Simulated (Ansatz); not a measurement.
A series at Sn: from `[Cl][Sn]([Cl])([Cl])[Br]`, ligands are replaced one by one, each step taking up H–F and setting free HCl; n counts the steps. Ansatz, PBE0-D4/def2-TZVP geometries.

CBS adds triple-zeta CCSD(T) − MP2 to the MP2 limit, frozen cores; atoms without spin–orbit coupling. Elements past krypton have def2 core potentials. Outer-core shells of Br, Sn are correlated without core-valence functions. Scalar relativity is left out up to krypton. Spin–orbit coupling is left out.

```tsv
n	molecule	atomization energy, CCSD(T)/CBS (kJ/mol)
0	`[Cl][Sn]([Cl])([Cl])[Br]`	1307.4
1	`[F][Sn]([Cl])([Cl])[Br]`	1413.9
2	`[F][Sn]([F])([Cl])[Br]`	1519.4
3	`[F][Sn]([F])([F])[Br]`	?
```

By hand: fit a straight line y = ȳ + b (n − n̄) to the 3 given rows and predict n = 3.

n̄ = 1.000, ȳ = 1413.57; Σ(n − n̄)(y − ȳ) = 212.00, Σ(n − n̄)² = 2.000, so b = 106.00 kJ/mol a step. Prediction: 1413.57 + (106.00) × (2.000) = 1625.6 kJ/mol.

By hand: compare with the computed value, 1623.0 kJ/mol, and give the steps along the whole series.

The line misses by -2.6 kJ/mol (computed minus predicted). Steps: 106.5, 105.5, 103.6 kJ/mol.

The steps differ by at most 2.9 kJ/mol, 2.8 % of a mean step, so the ligands' effects nearly add and a line is close. The miss is 0.8 % of the series' range. The energies themselves are unsure by some kJ/mol a bond, though much of that is common to the series.
